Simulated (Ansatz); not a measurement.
Consider the cleavage of the Sn–Si bond: `O[SiH](S)[SnH3]` + NH₃ → `[NH2][SnH3]` + `O[SiH2]S`.

Gas-phase electronic energies from Ansatz, PBE0-D4/def2-TZVP geometries. CCSD(T)/CBS adds triple-zeta CCSD(T) − MP2 to the extrapolated MP2 energy (def2 sets, frozen cores). This one scheme is used for every species. Functionals use def2-TZVPP. HSE06 is defined as in plane-wave codes. def2 core potentials past Kr. For Sn outer-core shells are correlated without core-valence functions, which leaves a few kJ/mol of doubt a bond. One conformer a species, not always the lowest.

| level | ΔE (kJ/mol) | difference from CCSD(T)/CBS |
| --- | --- | --- |
| LDA (SPW92) | 40.8 | 13.5 |
| PBE-D4 | 39.6 | 12.3 |
| BLYP-D4 | 29.8 | 2.5 |
| r2SCAN-D4 | 30.7 | 3.4 |
| B97M-V | 25.1 | -2.2 |
| r2SCANh-D4 | 31.3 | 4.0 |
| r2SCAN0-D4 | 31.8 | 4.5 |
| HSE06-D4 | 38.1 | 10.8 |
| BHLYP-D4 | 27.5 | 0.2 |
| PBE-QIDH | 28.3 | 1.0 |
| revPBE | 32.9 | 5.6 |
| r2SCAN0 | 30.2 | 2.9 |
| BHLYP | 18.3 | -9.0 |
| HF/def2-TZVPP | 7.8 | -19.5 |
| CCSD(T)/def2-TZVPP | 22.3 | -5.0 |
| SCS-MP2/def2-QZVPP | 17.8 | -9.5 |
| CCSD(T)/CBS | 27.3 | 0 |

Largest T1 diagnostic among the species: 0.013.

Leaving LDA and LC-ωPBE aside and taking each functional with its dispersion term where it has one, the values, not all of them listed here, spread over 18.9 kJ/mol, from B2PLYP to PBE-D4. LDA lies +5.6 kJ/mol from PBE without D4. At CCSD(T), def2-SVP lies −4.9 kJ/mol from the extrapolated value and def2-TZVPP −5.0 kJ/mol. The D4 term adds +7.2 kJ/mol with B3LYP and +4.3 kJ/mol with PBE0; it sums over pairs of atoms, weighted by their polarisabilities, and B3LYP, whose exchange is more repulsive, gets the larger term.

CCSD(T)/CBS has its own doubt, a few kJ/mol and more with outer-core shells, so smaller differences from it don't rank the levels.

B3LYP here is the variant with VWN-RPA as its local correlation; programs differ in this.
